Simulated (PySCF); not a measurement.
H7OSi2, charge +1, singlet, geometry from GFN2-xTB. Base run: M06L/6-31G* in PySCF.

Input for PySCF:
```python
from pyscf import gto, scf, dft

mol = gto.Mole()
mol.atom = '''
    Si    1.57259310   -0.32787865    0.43128443
    O     0.04546575   -0.19736209   -0.52085237
    Si   -1.59645535    0.44638018   -0.13762810
    H     2.51490900   -0.40711010   -0.67455778
    H     1.51112540    0.92190961    1.16707567
    H     1.34061387   -1.54617037    1.19083611
    H     0.08210873   -0.66697740   -1.36331658
    H    -2.19054693   -0.67297857    0.57578869
    H    -2.06000854    0.68633742   -1.49582128
    H    -1.22785623    1.60486461    0.65562572
'''
mol.basis = '6-31g*'
mol.charge = 1
mol.verbose = 4
mol.build()

mf = dft.RKS(mol)
mf.xc = 'm06l'
mf.kernel()
```

Each row names what was changed in the base input (with any setting that the change needs).

```json
[
 {"change": "base", "ΔE vs base (mEh)": "0.000", "grid points": "121104", "electrons on the grid": "41.99999"},
 {"change": "grids.atom_grid = (150, 974)", "ΔE vs base (mEh)": "0.023", "grid points": "810000", "electrons on the grid": "42.00000"},
 {"change": "grids.level = 1", "ΔE vs base (mEh)": "2.135", "grid points": "35312", "electrons on the grid": "41.99992"},
 {"change": "grids.level = 4", "ΔE vs base (mEh)": "0.031", "grid points": "196056", "electrons on the grid": "42.00000"},
 {"change": "grids.level = 2", "ΔE vs base (mEh)": "0.026", "grid points": "72664", "electrons on the grid": "42.00001"},
 {"change": "grids.radi_method = gauss_chebyshev", "ΔE vs base (mEh)": "0.038", "grid points": "118448", "electrons on the grid": "41.99999"},
 {"change": "grids.prune = dft.gen_grid.treutler_prune", "ΔE vs base (mEh)": "-0.017", "grid points": "106848", "electrons on the grid": "41.99999"},
 {"change": "grids.level = 0", "ΔE vs base (mEh)": "-160.3", "grid points": "8680", "electrons on the grid": "42.01335"},
 {"change": "grids.becke_scheme = stratmann", "ΔE vs base (mEh)": "0.005", "grid points": "121104", "electrons on the grid": "41.99999"},
 {"change": "grids.atom_grid = (75, 302)", "ΔE vs base (mEh)": "0.057", "grid points": "145680", "electrons on the grid": "42.00002"},
 {"change": "grids.prune = dft.gen_grid.sg1_prune", "ΔE vs base (mEh)": "0.006", "grid points": "49352", "electrons on the grid": "41.99988"}
]
```
